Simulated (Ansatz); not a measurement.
System: C$_{3}$H$_{9}$AlO$_{2}$, charge 0, multiplicity 1. 
Geometry from a B3LYP-D3(BJ)/def2-TZVP (Ansatz, a program for electronic structure) optimisation:
SMILES: C[O][Al]([CH3])[O]C
```xyz
15

C     -0.1831     2.4547     0.1562
O     -0.8427     1.2193     0.0698
Al    -0.4651    -0.4228    -0.0539
C     -1.9083    -1.7059    -0.2190
O      1.1339    -0.9702    -0.0368
C      2.4251    -0.4375     0.1016
H     -0.6980     3.1932    -0.4650
H      0.8584     2.3980    -0.1799
H     -0.1863     2.8212     1.1878
H     -1.5323    -2.7272    -0.2929
H     -2.5795    -1.6515     0.6416
H     -2.5146    -1.5007    -1.1046
H      3.0231    -1.0816     0.7526
H      2.9245    -0.3847    -0.8711
H      2.4194     0.5690     0.5348
```

Atomisation energy built up term by term with Ansatz (kcal/mol; UHF references for open shells; valence terms freeze the core; atomic spin-orbit terms are left out). Basis-set limits of correlation are two-point, X^-3; Hartree-Fock from the larger set.

```
term                                            basis  kcal/mol
-----------------------  ----------------------------  --------
Hartree-Fock                              cc-pV(Q+d)Z   1024.09
CCSD correlation         CBS(cc-pV(T+d)Z,cc-pV(Q+d)Z)       [?]
(T)                      CBS(cc-pV(T+d)Z,cc-pV(Q+d)Z)       [?]
core correlation                            cc-pwCVTZ      3.76
scalar relativity (X2C)    cc-pVTZ-DK against cc-pVTZ     -1.71
sum: De                                                     [?]
```

### Question
Some entries are withheld; supply them.

### Answer

- CCSD correlation, kcal/mol: 340.15
- (T), kcal/mol: 20.21
- sum: De, kcal/mol: 1386.5
